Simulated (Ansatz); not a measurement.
Program: Ansatz. Geometries: PBE0-D4/def2-TZVP. ΔE: electronic, gas phase. CCSD(T)/CBS adds triple-zeta CCSD(T) − MP2 to the extrapolated MP2 energy (def2 sets, frozen cores). DFT in def2-TZVPP. B3LYP here is the variant with VWN-RPA as its local correlation; programs differ in this. Each species was taken in one conformer, which may not be the lowest.

Reaction (redistribution): `N=[C](O)[AlH2]` + `F[SiH]1O[CH2][AlH]1` → `N=[C](O)[AlH][F]` + `[CH2]1O[SiH2][AlH]1`

`N=[C](O)[AlH2]`:

Cartesian coordinates in Å:
```
N 0.396 -1.526 0.124
C 0.326 -0.278 0.359
O 1.018 0.217 1.407
Al -0.738 1.013 -0.712
H -0.162 -1.786 -0.684
H 1.477 -0.534 1.819
H -1.510 0.335 -1.919
H -0.807 2.559 -0.394
```

`F[SiH]1O[CH2][AlH]1`:

Cartesian coordinates in Å:
```
F 1.418 -1.209 1.792
Si 0.807 -1.140 0.307
O 1.053 0.350 -0.382
C -0.137 1.183 -0.394
Al -1.443 -0.254 0.095
H 1.578 -2.162 -0.448
H -0.239 1.624 -1.390
H -0.011 2.010 0.313
H -3.025 -0.403 0.107
```

`N=[C](O)[AlH][F]`:

Cartesian coordinates in Å:
```
N 0.445 -1.193 -0.665
C -0.003 -0.035 -0.403
O -0.420 0.893 -1.290
Al -0.032 0.279 1.540
F -0.629 1.706 2.109
H 0.480 -1.418 -1.666
H -0.331 0.549 -2.192
H 0.490 -0.781 2.569
```

`[CH2]1O[SiH2][AlH]1`:

Cartesian coordinates in Å:
```
C 0.285 0.669 -1.027
O 1.150 -0.187 -0.244
Si 0.377 -0.901 1.061
Al -1.390 0.404 0.036
H 0.272 0.317 -2.065
H 0.701 1.684 -1.045
H 1.037 -0.525 2.347
H 0.459 -2.390 0.982
H -2.890 0.928 -0.045
```

```csv
level,ΔE (kJ/mol),difference from CCSD(T)/CBS
PBE-D4,-32.4,-1.9
PBE0-D4,-31.0,-0.5
B3LYP-D4,-31.5,-1.0
ωB97M-V,-27.9,2.6
B2PLYP,-32.3,-1.8
r2SCAN,-32.0,-1.5
B3LYP,-32.2,-1.7
HF/def2-TZVPP,-26.0,4.5
SCS-MP2/def2-TZVPP,-32.1,-1.6
CCSD/def2-TZVPP,-32.0,-1.5
CCSD(T)/def2-TZVPP,-32.2,-1.7
HF/def2-QZVPP,-25.5,5.0
SCS-MP2/def2-QZVPP,-31.2,-0.7
HF/CBS(def2),-25.4,5.1
MP2/CBS(def2),-31.9,-1.4
CCSD/CBS(def2),-30.3,0.2
CCSD(T)/CBS,-30.5,0
```

Largest T1 diagnostic among the species: 0.015.

In def2-TZVPP, CCSD(T) changes the Hartree–Fock value by −6.2 kJ/mol (the triples alone add −0.2 kJ/mol) and MP2 by −7.5 kJ/mol.
